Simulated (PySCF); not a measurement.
Species: AlCl2Et, C₂H₅AlCl₂.
Structure used (PBE0-D3(BJ)/def2-SVP), in Å, numbered top down from 1:
```
atom  x, y, z in Å
Al1    0.702    1.334    0.538
Cl2    2.790    1.476    0.690
Cl3   -0.334    3.136    0.244
C4    -0.230   -0.369    0.585
C5    -0.441   -0.971   -0.811
H6    -1.203   -0.216    1.081
H7     0.340   -1.066    1.223
H8    -0.967   -1.938   -0.759
H9    -1.046   -0.311   -1.454
H10    0.513   -1.152   -1.333
```

The computed photoelectron lines, unassigned: C 1s: 290.40 (area 1), 291.14 (area 1) eV; Al 1s: 1568.27 eV; Cl 1s: 2828.46 eV; Cl 2p3/2: 205.87 eV.

Theory: delta-SCF UKS SCAN, pcX-2 on the ionised atom, pcseg-1 elsewhere, spin-free X2C in PySCF. The structure is a single PBE0-D3(BJ)/def2-SVP conformer in the gas phase; no vibrational or solvent corrections.

**Question.** Order the carbon atoms by C 1s binding energy.

**Answer.** 290.40 eV: C4 (carbon bonded to Al, C and 2 H); 291.14 eV: C5 (carbon bonded to C and 3 H). Lowest listed C 1s: C4, bonded to C, 2 H and Al. Highest, 0.74 eV above it: C5, bonded to C and 3 H.

Bonded neighbours of each site: Al1: 2 Cl and C; Cl2/Cl3: Al; C4: C, 2 H and Al; C5: C and 3 H.

**Question.** Which photon energy gives electrons from Cl 1s of Cl2 (atom 2)/Cl3 a kinetic energy of 200 eV, and what is their de Broglie wavelength?

**Answer.** hν = 2828.46 + 200 = 3028.46 eV, recoil neglected; λ = 12.264 Å/√(E/eV) = 0.87 Å.

One atom of each set of topologically equivalent atoms was ionised and stands for the set; in this conformer not all members are related by symmetry, and their own values weren't computed. Spin–orbit coupling isn't in the SCF: each 2p doublet comes from a relaxed spin-free hole plus a matrix of the shell (mean-field spin–orbit coupling and the ground-state 2p splitting), with 2p3/2 averaged over its two sublevels. 2p1/2 minus 2p3/2 (ligand field included): Cl 1.65 eV.
